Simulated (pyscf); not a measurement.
Structures and frequencies: ωB97X-D3(BJ)/def2-SVP in PySCF.

Problem. What is the homolytic dissociation enthalpy (298 K, ωB97M-D3(BJ)/def2-TZVP) of the Se–Si bond of Cl–Si(Cl)(Cl)–SeH, to Cl–Si•(Cl)–Cl + SeH•?

Solution. Se–Si to Cl–Si•(Cl)–Cl + SeH•: 78.4 kcal/mol. The 7 functionals that were run give +74.1 (M06-2X) to +84.1 kcal/mol (ωB97X-D3(BJ)). Left out: the spin-orbit lowering of SeH, which is large for Br, Se, Te and I. Elements up to Kr have no core potential and no relativistic terms here.
